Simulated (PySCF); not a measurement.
SiH2FBr, SMILES Br[SiH2]F.

The structure is a stationary point at PBE0-D3(BJ)/def2-TZVP.

Method: PySCF with PBE0-D3(BJ)/def2-TZVP.

Frequencies are harmonic and unscaled.

Computed harmonic wavenumbers and intensities:
```tsv
mode	ν (cm⁻¹)	IR (km/mol)	moving atoms (share of kinetic energy)
1	213	3.9	F 64 %, Br 19 %, Si 15 %
2	446	62.2	Si 67 %, Br 25 %
3	609	34.5	H 82 %, Si 15 %
4	725	24.4	H 91 %
5	878	54.2	H 67 %, F 27 %
6	911	297.2	H 36 %, Si 33 %, F 31 %
7	960	112.2	H 86 %, Si 11 %
8	2275	63.4	H 98 %
9	2289	94.7	H 95 %
```
